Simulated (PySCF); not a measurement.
33S chemical shifts

Computational details: NMR shieldings at PBE0/pcSseg-1/GIAO, GFN2-xTB structure, in PySCF (single conformer, one averaged value for each set of equivalent atoms, no relativistic terms, no solvent).

Shieldings were converted by a linear fit to measured shifts: 33S (scatter 33.3 ppm rms vs sulfate, solution or neat liquid). A few per cent of atoms miss by over 2 rms, more outside the fitted compound classes.

Q: Give the 33S shifts of `CS/C=C/[C@@H](C)[SiH2][SiH3]`, `CS[C@H]1C[C@H]([SiH2][SiH3])C1`, `C=C[SiH2]S[Si](C)(C)C`, `CS/C=C\[C@@H](C)[SiH2][SiH3]`.

A: 
```csv
compound,environment,δ (ppm)
CS/C=C/[C@@H](C)[SiH2][SiH3],sulfide sulfur,-314
CS[C@H]1C[C@H]([SiH2][SiH3])C1,sulfide sulfur,-306
C=C[SiH2]S[Si](C)(C)C,sulfur bonded to 2 Si,-564
CS/C=C\[C@@H](C)[SiH2][SiH3],sulfide sulfur,-316
```
